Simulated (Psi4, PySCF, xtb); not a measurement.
Approach curve of the dimer F4Si ··· Cl2 (SMILES F[Si](F)(F)F and ClCl). Monomers: optimised at B3LYP-D3(BJ) (def2-TZVP), held rigid. Orientation: lowest of the rigid-body minima from ten starts at GFN2-xTB. The monomers approach along the line of their centres of mass (distance R); nothing else relaxes. The table gives interaction energies.

| R / Å | A | B | C |
|---|---|---|---|
| 3.25 | 17.48 | -14.76 | 27.06 |
| 3.38 | 9.40 | -14.77 | 17.22 |
| 3.61 | 1.80 | -12.21 | 7.40 |
| 3.81 | -0.96 | -9.47 | 3.30 |
| 3.99 | -1.92 | -7.35 | 1.41 |
| 4.23 | -2.16 | -5.24 | 0.25 |
| 4.55 | -1.91 | -3.44 | -0.24 |
| 4.84 | -1.63 | -2.45 | -0.31 |
| 5.34 | -1.25 | -1.45 | -0.23 |
| 6.00 | -0.82 | -0.76 | -0.11 |
| 6.98 | -0.41 | -0.31 | -0.04 |
| 8.28 | -0.10 | -0.11 | -0.01 |

Energies in kJ/mol.

Q: Which curve belongs to which method? The methods are GFN1-xTB (xtb 6.7.1); HF/aug-cc-pVDZ, counterpoise-corrected in Psi4; restricted B3LYP/6-311+G**, spherical d, no counterpoise correction run with PySCF.

A: A is RKS-B3LYP/6-311+G**; B is GFN1-xTB; C is HF/aug-cc-pVDZ.
